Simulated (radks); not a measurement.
Results of a calculation; reference values are marked as such.
Spherical jellium clusters: N electrons in a uniform positive sphere of charge N and radius rs N^(1/3), rs = 4.41 bohr. Level of theory: non-relativistic Kohn-Sham, LDA (Slater exchange, Perdew-Wang correlation), spin-polarised, spherical densities (a radial shooting solver with Libxc functionals). Levels are named by radial order and angular momentum (1s, 1p, 1d, 2s, ...), and open shells are averaged over m.

N = 38, configuration 1s2 1p6 1d10 2s2 1f14 2p(up 3, down 1). This is the lowest configuration that the search found. Occupied and some empty levels:

level,occupation,eigenvalue (eV),<r> (bohr)
1s up,1,-4.7370,9.133
1s down,1,-4.6362,9.574
1p up,3,-4.3166,10.56
1p down,3,-4.2566,10.75
1d up,5,-3.7598,11.51
1d down,5,-3.7202,11.57
2s up,1,-3.4041,8.832
2s down,1,-3.2414,8.615
1f up,7,-3.0854,12.24
1f down,7,-3.0540,12.26
2p up,3,-2.5603,10.06
2p down,1,-2.4133,10.20
1g up,0,-2.3077,12.89
1g down,0,-2.2785,12.88
2d up,0,-1.6656,11.58
2d down,0,-1.5647,11.83
3s up,0,-1.4762,11.30
3s down,0,-1.3859,11.39

Energy (eV): total -72.8873, kinetic 55.177, external -3158.3, Hartree 1569.5, exchange-correlation -129.43, background 1590.1.
